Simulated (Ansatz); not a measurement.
Start from `[F][SnH]([Cl])[GeH3]` and change one atom or group to get `[F][SnH]([SiH3])[Cl]`.

Ansatz, PBE0-D4/def2-TZVP geometries, multiplicity 1. 

Elements past krypton have def2 core potentials. Scalar relativity is left out up to krypton.

```json
{"property": "zero-point energy (PBE0-D4/def2-TZVP) / kJ/mol", "`[F][SnH]([Cl])[GeH3]`": "87.4"}
{"property": "HOMO–LUMO gap (ωB97M-V/def2-TZVPP) / eV", "`[F][SnH]([Cl])[GeH3]`": "10.97"}
{"property": "HOMO energy (B3LYP/def2-TZVPP) / eV", "`[F][SnH]([Cl])[GeH3]`": "-8.16"}
{"property": "LUMO energy (B3LYP/def2-TZVPP) / eV", "`[F][SnH]([Cl])[GeH3]`": "-1.61"}
{"property": "HOMO energy (PBE0/def2-TZVPP) / eV", "`[F][SnH]([Cl])[GeH3]`": "-8.38"}
{"property": "HOMO energy (ωB97M-V/def2-TZVPP) / eV", "`[F][SnH]([Cl])[GeH3]`": "-10.41"}
```

What does the change do to each property? (An estimate is asked.)

Ansatz gave: 
```tsv
property	`[F][SnH]([SiH3])[Cl]`	shift
zero-point energy (PBE0-D4/def2-TZVP) / kJ/mol	91.0	3.6
HOMO–LUMO gap (ωB97M-V/def2-TZVPP) / eV	11.03	0.06
HOMO energy (B3LYP/def2-TZVPP) / eV	-8.21	-0.05
LUMO energy (B3LYP/def2-TZVPP) / eV	-1.52	0.09
HOMO energy (PBE0/def2-TZVPP) / eV	-8.44	-0.06
HOMO energy (ωB97M-V/def2-TZVPP) / eV	-10.48	-0.07
```

With PBE0 the HOMO falls by 0.06 eV and the LUMO rises by 0.05 eV, so the gap widens by about 0.11 eV. PBE moves the HOMO by -0.03 eV and ωB97M-V by -0.07 eV.

B3LYP here is the variant with VWN-RPA as its local correlation; programs differ in this.
